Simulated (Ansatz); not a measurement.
Consider the formal exchange of groups at the Si–C bond: `FC([SiH3])[SiH2]S` + `C/C=C\F` → `C/C([SiH3])=C\F` + `FC[SiH2]S`.

Program: Ansatz. Geometries: PBE0-D4/def2-TZVP. ΔE: electronic, gas phase. CCSD(T)/CBS is the MP2 limit (def2-TZVPP, def2-QZVPP) plus CCSD(T) − MP2 in def2-TZVPP, frozen cores. Double bonds are as drawn, so ΔE can hold a change between cis and trans. Functionals use def2-TZVPP. B3LYP here is the variant with VWN-RPA as its local correlation; programs differ in this. Each species was taken in one conformer, which may not be the lowest.

**Question.** Is it downhill or uphill in electronic energy at CCSD(T)/CBS, and by how much? (Estimate.)

**Answer.** Computed: Downhill: ΔE = -0.17 eV.

**Question.** What do these levels give: PBE-D4, B3LYP-D4, r2SCAN, B3LYP, MP2/def2-TZVPP, CCSD(T)/def2-TZVPP? (Best estimate.)

**Answer.** Computed: PBE-D4 -0.15, B3LYP-D4 -0.15, r2SCAN -0.16, B3LYP -0.16, MP2/def2-TZVPP -0.21, CCSD(T)/def2-TZVPP -0.18 eV.

Largest T1 diagnostic among the species: 0.012.
